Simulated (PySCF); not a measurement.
A structure optimised at B3LYP-D3(BJ)/def2-SVP, used in a PySCF frequency run:

```xyz
9

Sn     0.3956     0.2789     0.0000
F      0.7896    -0.8653    -1.5113
F      0.7896    -0.8653     1.5113
O     -1.5393     0.6151     0.0000
C     -2.4667    -0.4601     0.0000
H      1.3318     1.6942     0.0000
H     -2.3663    -1.0990     0.8961
H     -3.4795    -0.0259     0.0000
H     -2.3663    -1.0990    -0.8961
```
Charge 0, spin multiplicity 1.

Task: Write its SMILES, formula and point group.

Result: C[O][SnH]([F])[F], CH4F2OSn, Cs

Task: What are its rotational constants (standard atomic weights)?

Result: 3.6222, 2.2093, 1.8997 GHz
